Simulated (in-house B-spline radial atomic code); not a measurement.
Ni: [Ar] 3d(3 up, 5 down) 4s(0 up, 1 down) 5p(1 up, 0 down) (an excited or competing configuration)

All numbers are computed (non-relativistic PW91, spin-polarised, spherical fractional occupations; point nucleus) with a radial B-spline atomic code at the basis-set limit, not measured.

Screening seen three ways: the hydrogenic charge with the same mean radius, Z_r = [3n² - l(l+1)]/(2<r>), the one with the same energy, Z_e = n√(-2ε), and Slater's rules. Values are occupation-weighted means over spin.

```csv
shell,electrons,ε (eV),<r> (bohr),Z_r,Z_e,Slater
1s,2,-8129.7,0.05483,27.36,24.44,27.70
2s,2,-968.61,0.2483,24.16,16.87,23.85
2p,6,-846.49,0.2166,23.08,15.78,23.85
3s,2,-113.79,0.7502,17.99,8.68,16.75
3p,6,-76.51,0.7831,15.96,7.11,16.75
3d,8,-15.263,0.9856,10.65,3.18,7.55
4s,1,-10.667,2.564,9.36,3.54,4.40
5p,1,-1.1428,10.45,3.49,1.45,1.15
```

The least bound orbital is 5p up at -1.143 eV, and it is also the most diffuse (<r> = 10.45 bohr).
